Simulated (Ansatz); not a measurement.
`[CH3][W](=[O])([OH])=[S]`, charge 0, multiplicity 1.

Question: Give a relaxed structure at PBE0-D4/def2-TZVP (the Gaussian-basis code of Ansatz). (An estimate is asked.)

Answer: Ansatz gave: 
```xyz
9

C     0.878   -0.712   -0.748
W    -0.762    0.180    0.220
O    -1.971    0.228   -0.970
O    -0.261    1.892    0.786
S    -1.288   -1.157    1.796
H     1.709   -0.837   -0.050
H     0.604   -1.690   -1.150
H     1.185   -0.066   -1.577
H    -0.095    2.163    1.693
```
This is one stationary point; other conformers may exist.
